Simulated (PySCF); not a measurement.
Two species compared at the same levels of theory.

First species: C₂H₁₂N₂OSi₃.
SMILES with atom numbers: `[CH3:1][C@@H:2]1[NH:3][Si@H:4]([NH:5][SiH3:6])[O:7][SiH2:8]1` (hydrogens: H9, H10, H11 on C1; H12 on C2; H13 on N3; H14 on Si4; H15 on N5; H16, H17, H18 on Si6; H19, H20 on Si8)

Second species: C₈H₁₁P.
Numbering: `[CH3:1][C:2]1=[CH:3][P:4]1[C:5]1=[CH:6][CH2:7][CH2:8][CH2:9]1` (hydrogens: H10, H11, H12 on C1; H13 on C3; H14 on C6; H15, H16 on C7; H17, H18 on C8; H19, H20 on C9)

Levels: PBE0/pcSseg-1 for HOMO energy, LUMO energy and HOMO–LUMO gap. Geometries: GFN2-xTB. All species are isolated and taken at one optimised geometry, non-relativistic unless stated. Electronic properties by PySCF.

| property | column X | column Y |
| --- | --- | --- |
| HOMO energy | -6.71 eV | -6.41 eV |
| LUMO energy | 0.33 eV | -0.21 eV |
| HOMO–LUMO gap | 7.04 eV | 6.20 eV |

Q: Which column belongs to which species?

A: Column X is the first species and column Y the second. The first has 20 atoms and 88 electrons, the second 20 and 74.

Q: How does each property change from the first species to the second?

A: HOMO energy +0.30 eV; LUMO energy -0.54 eV; HOMO–LUMO gap -0.84 eV.

One conformer stands for the species.
